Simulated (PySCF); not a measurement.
HgI2, charge -1, doublet, geometry from GFN2-xTB (such geometries of metal compounds can be far from the true shape) (a state made from the parent by changing its charge; the spin is typed, not shown lowest) (core potentials on Hg, I); BLYP/def2-SVPD in PySCF.

The PySCF input:
```python
from pyscf import gto, scf, dft

mol = gto.M(
    atom='''
Hg    0.695869    0.433146    0.404370
I    -0.845178    1.799579   -2.032322
I    -0.205191   -2.453384    1.421951
''',
    basis='def2-svpd',
    ecp={'Hg': 'def2-svpd', 'I': 'def2-svpd'},
    charge=-1,
    spin=1,
    verbose=4,
)

mf = dft.UKS(mol)
mf.xc = 'blyp'
mf.grids.atom_grid = (99, 590)
mf.grids.prune = None
mf.kernel()
```

Task: What does PySCF print? Leave out banner, timings and long lists.

Result: 
```
PySCF version 2.14.0

[INPUT] verbose = 4
[INPUT] num. atoms = 3
[INPUT] num. electrons = 71
[INPUT] charge = -1
[INPUT] spin (= nelec alpha-beta = 2S) = 1
[INPUT] symmetry False subgroup None
[INPUT] Mole.unit = angstrom
[INPUT] Symbol           X                Y                Z      unit          X                Y                Z       unit  Magmom
[INPUT]  1 Hg     0.695869000000   0.433146000000   0.404370000000 AA    1.315001828575   0.818527311951   0.764148552990 Bohr   0.0
[INPUT]  2 I     -0.845178000000   1.799579000000  -2.032322000000 AA   -1.597154946508   3.400711449519  -3.840531976928 Bohr   0.0
[INPUT]  3 I     -0.205191000000  -2.453384000000   1.421951000000 AA   -0.387754793226  -4.636223838390   2.687097952551 Bohr   0.0

nuclear repulsion = 225.815470500979
number of shells = 39
number of NR pGTOs = 200
number of NR cGTOs = 105
basis = def2-svpd
ecp = {'Hg': 'def2-svpd', 'I': 'def2-svpd'}

******** <class 'pyscf.dft.uks.UKS'> ********
method = UKS
initial guess = minao
damping factor = 0
level_shift factor = 0
DIIS = <class 'pyscf.scf.diis.CDIIS'>
diis_start_cycle = 1
diis_space = 8
diis_damp = 0
SCF conv_tol = 1e-09
SCF conv_tol_grad = None
SCF max_cycles = 50
direct_scf = True
direct_scf_tol = 1e-13
number electrons alpha = 36  beta = 35
XC library pyscf.dft.libxc version 7.1.2
    S. Lehtola, C. Steigemann, M. J. T. Oliveira, and M. A. L. Marques,  SoftwareX 7, 1–5 (2018)
XC functionals = blyp
    A. D. Becke,  Phys. Rev. A 38, 3098 (1988)
    C. Lee, W. Yang, and R. G. Parr,  Phys. Rev. B 37, 785 (1988)
    B. Miehlich, A. Savin, H. Stoll, and H. Preuss,  Chem. Phys. Lett. 157, 200 (1989)
radial grids:
    Treutler-Ahlrichs [JCP 102, 346 (1995); DOI:10.1063/1.469408] (M4) radial grids

becke partition: Becke, JCP 88, 2547 (1988); DOI:10.1063/1.454033
pruning grids: None
grids dens level: 3
symmetrized grids: False
atomic radii adjust function: <function treutler_atomic_radii_adjust>
User specified grid scheme (99, 590)
small_rho_cutoff = 0
Set gradient conv threshold to 3.16228e-05
tot grids = 175232
init E= -674.039425653679

cycle= 1 E= -744.906649270986  delta_E= -70.9  |g|= 3.39  |ddm|= 14.8
cycle= 2 E= -739.219028880422  delta_E= 5.69  |g|= 3.91  |ddm|= 12.4
cycle= 3 E= -748.351808619623  delta_E= -9.13  |g|= 0.885  |ddm|= 9.76

cycle= 4 E= -748.590311085145  delta_E= -0.239  |g|= 0.779  |ddm|= 2.47
cycle= 5 E= -748.902143959121  delta_E= -0.312  |g|= 0.181  |ddm|= 1.35
cycle= 6 E= -748.912738639471  delta_E= -0.0106  |g|= 0.108  |ddm|= 0.478
cycle= 7 E= -748.921815490904  delta_E= -0.00908  |g|= 0.0185  |ddm|= 0.234
cycle= 8 E= -748.922001191802  delta_E= -0.000186  |g|= 0.00347  |ddm|= 0.034
cycle= 9 E= -748.921986101129  delta_E= 1.51e-05  |g|= 0.00488  |ddm|= 0.0199
cycle= 10 E= -748.922013796865  delta_E= -2.77e-05  |g|= 0.00126  |ddm|= 0.0158
cycle= 11 E= -748.92201558531  delta_E= -1.79e-06  |g|= 0.000202  |ddm|= 0.00307
cycle= 12 E= -748.922015628388  delta_E= -4.31e-08  |g|= 3.63e-05  |ddm|= 0.00066
cycle= 13 E= -748.922015629841  delta_E= -1.45e-09  |g|= 7.98e-06  |ddm|= 0.000126
cycle= 14 E= -748.922015629907  delta_E= -6.61e-11  |g|= 2.73e-06  |ddm|= 2.09e-05
Extra cycle  E= -748.922015629901  delta_E= 6.48e-12  |g|= 4.38e-06  |ddm|= 1.08e-05
converged SCF energy = -748.922015629901  <S^2> = 0.75107376  2S+1 = 2.0010735
```
